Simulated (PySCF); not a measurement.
C4H6Si, SMILES C1=CC=C[SiH2]1.

Geometry optimised at r2SCAN-D4/def2-SVP.

Two levels are set side by side: PBE/def2-TZVP (PySCF) and PBE0/def2-TZVP (PySCF). Same geometry, gas phase. Differences are taken from unrounded values.

```json
[
 {"quantity": "orbital gap (eV)", "PBE": "3.28"},
 {"quantity": "highest occupied level (eV)", "PBE": "-5.81"},
 {"quantity": "lowest empty level (eV)", "PBE": "-2.53"},
 {"quantity": "dipole moment (D)", "PBE": "0.66"},
 {"quantity": "mean polarisability (bohr³)", "PBE": "70.8"}
]
```

These are the PBE values. What does PBE0 give? (Estimate from the structure and the level; the computed values follow.)


| quantity | PBE0 | PBE minus PBE0 |
|---|---|---|
| orbital gap (eV) | 5.17 | -1.89 |
| highest occupied level (eV) | -6.79 | 0.98 |
| lowest empty level (eV) | -1.62 | -0.91 |
| dipole moment (D) | 0.69 | -0.03 |
| mean polarisability (bohr³) | 68.9 | 1.9 |

PBE's occupied levels lie high since its potential decays too fast outside the molecule; exact exchange lowers them and widens the gap. Differences between two approximate levels are no errors against the true value.

Rough cost on one machine, each run with all the roots and properties that it gave: PBE0 against PBE within a factor of 2.
